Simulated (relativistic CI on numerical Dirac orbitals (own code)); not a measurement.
**Forbidden transitions in Tm¹⁷⁺**

Computed by Dirac-Coulomb-Breit CI, KLI orbitals optimised for each configuration, model QED, unscaled Slater integrals (own radial code, finite nucleus).

Configurations in the expansion (outside the closed core [Ar] 3d10 4p6 4d10): 4s2.4f6, 4s2.4f5.5s, 4s2.4f4.5s2, 4s2.4f5.6s, 4s.4f7, 4f8. Levels of other configurations are missing.

```
λ vac (nm)              Lower              Upper  Type   A (s⁻¹)  E lower (cm⁻¹)  E upper (cm⁻¹)
    169.90   4s2.4f6 7F_2 [3]  4s2.4f6 5H_3 [24]    M1  4.17e+00          3985.3         62844.0
    173.70   4s2.4f6 7F_3 [4]  4s2.4f6 5H_4 [26]    M1  1.09e+01          6691.6         64263.1
    178.09   4s2.4f6 7F_3 [4]  4s2.4f6 5H_3 [24]    M1  9.18e+00          6691.6         62844.0
    182.57   4s2.4f6 7F_4 [5]  4s2.4f6 5H_4 [26]    M1  2.13e+01          9488.4         64263.1
    187.42   4s2.4f6 7F_4 [5]  4s2.4f6 5H_3 [24]    M1  7.27e+00          9488.4         62844.0
    188.76   4s2.4f6 7F_3 [4]  4s2.4f6 5D_4 [22]    M1  4.46e+00          6691.6         59668.3
    190.28   4s2.4f6 7F_5 [6]  4s2.4f6 5G_5 [28]    M1  3.36e+01         12239.6         64792.4
    191.21   4s2.4f6 7F_5 [6]  4s2.4f6 5H_6 [27]    M1  1.79e+01         12239.6         64538.2
    192.22   4s2.4f6 7F_5 [6]  4s2.4f6 5H_4 [26]    M1  1.31e+01         12239.6         64263.1
    195.00   4s2.4f6 7F_1 [2]  4s2.4f6 5G_2 [15]    M1  2.86e+01          1602.1         52884.4
    199.28   4s2.4f6 7F_4 [5]  4s2.4f6 5D_4 [22]    M1  6.08e+00          9488.4         59668.3
    201.16   4s2.4f6 7F_2 [3]  4s2.4f6 5G_3 [18]    M1  3.75e+01          3985.3         53696.3
    201.17   4s2.4f6 7F_6 [7]  4s2.4f6 5H_6 [27]    M1  4.35e+01         14829.3         64538.2
    204.50   4s2.4f6 7F_2 [3]  4s2.4f6 5G_2 [15]    M1  3.87e+01          3985.3         52884.4
    210.84   4s2.4f6 7F_5 [6]  4s2.4f6 5D_4 [22]    M1  5.03e+01         12239.6         59668.3
    211.55   4s2.4f6 7F_6 [7]  4s2.4f6 5H_7 [23]    M1  4.79e+00         14829.3         62099.1
    212.17   4s2.4f6 7F_3 [4]  4s2.4f6 5G_4 [19]    M1  3.53e+01          6691.6         53823.7
    212.74   4s2.4f6 7F_3 [4]  4s2.4f6 5G_3 [18]    M1  6.54e+01          6691.6         53696.3
    216.48   4s2.4f6 7F_3 [4]  4s2.4f6 5G_2 [15]    M1  7.69e+00          6691.6         52884.4
    225.55   4s2.4f6 7F_4 [5]  4s2.4f6 5G_4 [19]    M1  8.10e+01          9488.4         53823.7
    226.20   4s2.4f6 7F_4 [5]  4s2.4f6 5G_3 [18]    M1  2.95e+01          9488.4         53696.3
    228.14   4s2.4f6 7F_4 [5]  4s2.4f6 5G_5 [16]    M1  3.06e+01          9488.4         53320.2
    238.76   4s2.4f6 7F_4 [5]  4s2.4f6 5D_3 [13]    M1  1.07e+02          9488.4         51371.9
    240.48   4s2.4f6 7F_5 [6]  4s2.4f6 5G_4 [19]    M1  9.55e+00         12239.6         53823.7
    243.42   4s2.4f6 7F_5 [6]  4s2.4f6 5G_5 [16]    M1  9.88e+01         12239.6         53320.2
    246.66   4s2.4f6 7F_5 [6]  4s2.4f6 5G_6 [14]    M1  2.06e+01         12239.6         52781.2
    259.80   4s2.4f6 7F_6 [7]  4s2.4f6 5G_5 [16]    M1  1.42e+01         14829.3         53320.2
    263.49   4s2.4f6 7F_6 [7]  4s2.4f6 5G_6 [14]    M1  1.17e+02         14829.3         52781.2
    270.03   4s2.4f6 7F_3 [4]  4s2.4f6 5D_2 [10]    M1  1.69e+02          6691.6         43724.4
    273.58   4s2.4f6 7F_0 [1]   4s2.4f6 5D_1 [9]    M1  1.19e+01             0.0         36553.0
    307.05   4s2.4f6 7F_2 [3]   4s2.4f6 5D_1 [9]    M1  1.88e+02          3985.3         36553.0
    312.09   4s2.4f6 7F_6 [7]  4s2.4f6 5L_6 [11]    M1  6.84e+00         14829.3         46870.9
    345.12   4s2.4f6 7F_1 [2]   4s2.4f6 5D_0 [8]    M1  2.24e+02          1602.1         30577.4
    362.96   4s2.4f6 5D_1 [9]  4s2.4f6 3P_0 [25]    M1  3.70e+02         36553.0         64104.0
    850.55  4s2.4f6 5G_6 [14]  4s2.4f6 5H_6 [27]    M1  1.11e+01         52781.2         64538.2
    873.07  4s2.4f6 5L_7 [12]  4s2.4f6 5H_7 [23]    M1  4.59e+00         50645.3         62099.1
    957.91  4s2.4f6 5G_4 [19]  4s2.4f6 5H_4 [26]    M1  1.03e+01         53823.7         64263.1
    1004.1  4s2.4f6 5G_2 [15]  4s2.4f6 5H_3 [24]    M1  1.34e+01         52884.4         62844.0
    1073.2  4s2.4f6 5G_6 [14]  4s2.4f6 5H_7 [23]    M1  1.12e+01         52781.2         62099.1
    1205.3  4s2.4f6 5D_3 [13]  4s2.4f6 5D_4 [22]    M1  1.42e+01         51371.9         59668.3
    1307.6  4s2.4f6 5D_2 [10]  4s2.4f6 5D_3 [13]    M1  1.98e+01         43724.4         51371.9
    1394.4   4s2.4f6 5D_1 [9]  4s2.4f6 5D_2 [10]    M1  1.99e+01         36553.0         43724.4
    1673.5   4s2.4f6 5D_0 [8]   4s2.4f6 5D_1 [9]    M1  1.03e+01         30577.4         36553.0
    1692.0  4s2.4f6 5L_6 [11]  4s2.4f6 5G_6 [14]    M1  3.88e+00         46870.9         52781.2
    2649.4  4s2.4f6 5L_6 [11]  4s2.4f6 5L_7 [12]    M1  2.78e+00         46870.9         50645.3
```

Terms are leading LS components. Brackets give the number of a level in order of energy, since labels repeat. The list gives strong lines, with weight on those to low levels, among the lowest 200 of 2143 levels, so that lines to higher ones, which can be the strongest, are missing. Levels whose partners in the same complex of configurations lie outside the list can be far off, and so can their lines. Rates are taken at the computed energies, electric ones in the length gauge.

At this charge energies of transitions that change n are usually good to better than 1 %, and those within a shell (Δn = 0) to a few per cent. Terms inside the open d or f shell come out 10 to 20 % too wide with unscaled integrals.

LS names give the leading component of a level, which can be under half, so a name can repeat, a term be missing and a line seem to break the LS rules.
